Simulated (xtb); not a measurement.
H$_{5}$AsSi, triplet, at the geometry of the source list (a higher spin typed on purpose: for a closed-shell molecule this is an excited state); GFN1-xTB with GBSA(chcl3) in xtb.

xtb was given this input:
```
$ xtb mol.xyz --gfn 1 --uhf 2 --gbsa chcl3 --json

# file mol.xyz
7

Si    -0.82500000     0.08340000    -0.08740000
As     1.41440000    -0.16390000    -0.65270000
H     -1.64530000    -0.74100000    -0.98860000
H     -1.24900000     1.47660000    -0.27050000
H     -1.17730000    -0.30410000     1.28360000
H      1.63770000    -1.23170000     0.37960000
H      1.84450000     0.88070000     0.33590000
```

Output, abridged:

```
   ID    Z sym.   atoms
    1   14 Si     1
    2   33 As     2
    3    1 H      3-7

           -------------------------------------------------
          |                Calculation Setup                |
           -------------------------------------------------

           -------------------------------------------------
          |                 G F N 1 - x T B                 |
           -------------------------------------------------

      * Solvation model:               GBSA
        Solvent                        chcl3
        Parameter file                 internal GFN1-xTB/GBSA
        Dielectric constant                7.0000E+00
        Reference state                gsolv [1 M gas/solution]
        Free energy shift                  3.5459E-03 Eh       2.2251E+00 kcal/mol
        Temperature                        2.9815E+02 K
        Density                            1.4900E+00 kg/L
        Solvent mass                       1.1938E+02 g/mol
        Interaction kernel             Still
        Born radius scaling (c1)           1.4929E+00
        Born radii integrator          GBOBC
        Born offset                        6.4057E-02 a0       1.2105E-01 AA
        H-bond correction              false
        Ion screening                  false
        Surface tension                    1.0000E-05 Eh       1.5569E+01 dyn/cm
        Grid points                               230 per atom

          ...................................................
          :                      SETUP                      :
          :.................................................:
          :  # basis functions                  30          :
          :  # atomic orbitals                  28          :
          :  # shells                           16          :
          :  # electrons                        14          :
          :  # halogen bonds                     0          :
          :  max. iterations                   250          :
          :  Hamiltonian                  GFN1-xTB          :
          :  restarted?                      false          :
          :  GBSA solvation                   true          :
          :  PC potential                    false          :
          :  electronic temp.          300.0000000     K    :
          :  accuracy                    1.0000000          :
          :  -> integral cutoff          0.2500000E+02      :
          :  -> integral neglect         0.1000000E-07      :
          :  -> SCF convergence          0.1000000E-05 Eh   :
          :  -> wf. convergence          0.2000000E-04 e    :
          :  Broyden damping             0.4000000          :
          :  net charge                          0          :
          :  unpaired electrons                  2          :
          ...................................................

 iter      E             dE          RMSdq      gap      omega  full diag
   1     -6.4911492 -0.649115E+01  0.597E+00    0.30       0.0  T
   2     -5.7893745  0.701775E+00  0.802E+00    1.20       1.0  T
   3     -6.6270855 -0.837711E+00  0.359E+00    0.33       1.0  T
   4     -6.7796031 -0.152518E+00  0.456E-01    0.48       1.0  T
   5     -6.7788438  0.759277E-03  0.363E-01    0.46       1.0  T
   6     -6.7795880 -0.744160E-03  0.169E-01    0.47       1.0  T
   7     -6.7797499 -0.161874E-03  0.452E-02    0.47       1.0  T
   8     -6.7797756 -0.257603E-04  0.316E-03    0.48      11.9  T
   9     -6.7797757 -0.898496E-07  0.651E-04    0.48      58.1  T
  10     -6.7797757 -0.870628E-10  0.326E-04    0.48     115.8  T
  11     -6.7797757 -0.733838E-09  0.742E-05    0.48     509.4  T
  12     -6.7797757 -0.687121E-10  0.231E-05    0.48    1635.4  T

   *** convergence criteria satisfied after 12 iterations ***

 transition dipole moment (au) for excitation:           7           8
     X       Y       Z
  -0.3344  -0.0557   0.2312  total (au/Debye):    0.410   1.043
 dE (eV)             :    4.943
 oscillator strength :  0.28839E-01

         :::::::::::::::::::::::::::::::::::::::::::::::::::::
         ::                     SUMMARY                     ::
         :::::::::::::::::::::::::::::::::::::::::::::::::::::
         :: total energy              -6.739143069311 Eh    ::
         :: total w/o Gsasa/hb        -6.735539917231 Eh    ::
         :: gradient norm              0.071662547764 Eh/a0 ::
         :: HOMO-LUMO gap              0.475438421167 eV    ::
         ::.................................................::
         :: SCC energy                -6.779775706261 Eh    ::
         :: -> electrostatic           0.003502363553 Eh    ::
         :: -> Gsolv                  -0.003664255464 Eh    ::
         ::    -> Gelec               -0.000061103384 Eh    ::
         ::    -> Gsasa               -0.007149028710 Eh    ::
         ::    -> Ghb                  0.000000000000 Eh    ::
         ::    -> Gshift               0.003545876630 Eh    ::
         :: repulsion energy           0.042533732042 Eh    ::
         :: dispersion energy         -0.001901095092 Eh    ::
         :: halogen bond corr.         0.000000000000 Eh    ::
         :: add. restraining           0.000000000000 Eh    ::
         :: total charge              -0.000000000002 e     ::
         :::::::::::::::::::::::::::::::::::::::::::::::::::::

           -------------------------------------------------
          |                Property Printout                |
           -------------------------------------------------

    * Orbital Energies and Occupations

         #    Occupation            Energy/Eh            Energy/eV
      -------------------------------------------------------------
         1        2.0000           -0.7137319             -19.4216
         2        2.0000           -0.6078060             -16.5392
         3        2.0000           -0.4801684             -13.0660
         4        2.0000           -0.4687777             -12.7561
         5        2.0000           -0.4613379             -12.5536
         6        2.0000           -0.4480983             -12.1934
         7        1.0000           -0.3976018             -10.8193
         8        0.9999           -0.2159386              -5.8760 (HOMO)
         9        0.0001           -0.1984666              -5.4006 (LUMO)
        10                         -0.1813424              -4.9346
        11                         -0.1703184              -4.6346
        12                         -0.1335882              -3.6351
        13                         -0.1042104              -2.8357
        14                         -0.0783342              -2.1316
        15                         -0.0671307              -1.8267
        16                         -0.0586043              -1.5947
        17                         -0.0571440              -1.5550
        18                         -0.0531406              -1.4460
        19                         -0.0483387              -1.3154
       ...                                ...                  ...
        28                          1.5139175              41.1958
      -------------------------------------------------------------
                  HL-Gap            0.0174720 Eh            0.4754 eV
             Fermi-level           -0.3150263 Eh           -8.5723 eV

  Mulliken/CM5 charges         n(s)   n(p)   n(d)
     1Si    0.20969 -0.07119   1.282  1.836  0.672
     2As    0.05629 -0.04317   1.773  2.751  0.420
     3H    -0.07225  0.01111   1.072  0.000  0.000
     4H    -0.07077  0.01327   1.071  0.000  0.000
     5H    -0.05885  0.02501   1.059  0.000  0.000
     6H    -0.04641  0.01804   1.046  0.000  0.000
     7H    -0.01770  0.04694   1.018  0.000  0.000

Wiberg/Mayer (AO) data.
largest (>0.10) Wiberg bond orders for each atom

 ---------------------------------------------------------------------------
     #   Z sym  total        # sym  WBO       # sym  WBO       # sym  WBO
 ---------------------------------------------------------------------------
     1  14 Si   4.146 --     2 As   1.253     3 H    0.926     4 H    0.914
                             5 H    0.912
     2  33 As   3.153 --     1 Si   1.253     6 H    0.909     7 H    0.897
     3   1 H    0.991 --     1 Si   0.926
     4   1 H    0.992 --     1 Si   0.914
     5   1 H    0.991 --     1 Si   0.912
     6   1 H    0.993 --     2 As   0.909
     7   1 H    0.997 --     2 As   0.897
 ---------------------------------------------------------------------------

Topologies differ in total number of bonds
Writing topology from bond orders to xtbtopo.mol

 dipole moment from electron density (au)
     X       Y       Z
   0.3903   0.1092   0.4733  total (Debye):    1.584

           -------------------------------------------------
          | TOTAL ENERGY               -6.739143069311 Eh   |
          | GRADIENT NORM               0.071662547764 Eh/α |
          | HOMO-LUMO GAP               0.475438421167 eV   |
           -------------------------------------------------

normal termination of xtb
```
